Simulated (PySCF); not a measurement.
Cost of excited-state runs on `O=C1C[C@H](CF)[C@H]1F`, C₅H₆F₂O

Geometry:
| atom | x (Å) | y (Å) | z (Å) |
| --- | --- | --- | --- |
| O1 | -2.701 | 0.341 | -1.043 |
| C2 | -1.603 | 0.214 | -0.602 |
| C3 | -0.532 | 1.170 | -0.120 |
| C4 | 0.178 | -0.018 | 0.564 |
| C5 | 1.667 | -0.170 | 0.304 |
| F6 | 1.919 | -0.109 | -1.045 |
| C7 | -0.747 | -0.992 | -0.198 |
| F8 | -1.340 | -1.973 | 0.546 |
| H9 | -0.880 | 1.980 | 0.516 |
| H10 | 0.041 | 1.587 | -0.947 |
| H11 | -0.007 | -0.060 | 1.638 |
| H12 | 2.236 | 0.642 | 0.768 |
| H13 | 2.036 | -1.140 | 0.653 |
| H14 | -0.267 | -1.473 | -1.057 |

PySCF with density fitting, on 1 thread of an AMD EPYC 9R45, shared host. Command: `OMP_NUM_THREADS=1 python excited_run.py task.json out`

(1) How long does this run take, and how much memory?
- circular dichroism and optical rotation, CAM-B3LYP/aug-cc-pVDZ; 12 states

## Answers

(1) 
```tsv
run	level	basis functions	wall time	peak memory (GiB)
circular dichroism and optical rotation	CAM-B3LYP/aug-cc-pVDZ	238	45 s	1
```
Times from a shared host are rough.
